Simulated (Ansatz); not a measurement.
H6Si3, SMILES `[SiH3][Si][SiH3]` (lower singlet) (charge 0, multiplicity 1). This singlet lies 0.38 eV below the relaxed triplet at the level frozen-core CCSD(T)/cc-pVTZ // PBE0-D3(BJ)/def2-TZVP (Ansatz, a quantum-chemistry and plane-wave program).

Z-matrix (Å, degrees):
```
Si
H 1 1.4888
H 1 1.4907 2 108.48
H 1 1.4994 2 107.72 3 -116.46
Si 1 2.3640 2 115.14 4 -109.47
Si 5 2.3644 1 88.25 2 -157.68
H 6 1.4889 5 115.13 1 -157.65
H 6 1.4907 7 108.46 5 -133.96
H 6 1.4993 7 107.74 8 -116.47
```
Charge 0, multiplicity 1.

The restricted HF start is unstable towards unrestricted orbitals.

**Question.** Give the natural occupations of the active orbitals, the CASSCF energy and the corrected energy for frozen-core fic-MRCISD+Q@CASSCF(6e,6o)/cc-pVTZ // PBE0-D3(BJ)/def2-TZVP (Ansatz).

**Answer.** 
| Item | Value |
|---|---|
| natural occupations | 1.99, 1.98, 1.90, 0.07, 0.03, 0.02 |
| CASSCF energy | -870.2969 Ha |
| corrected energy | -870.6831 Ha |
| weight of the reference | 0.862 |
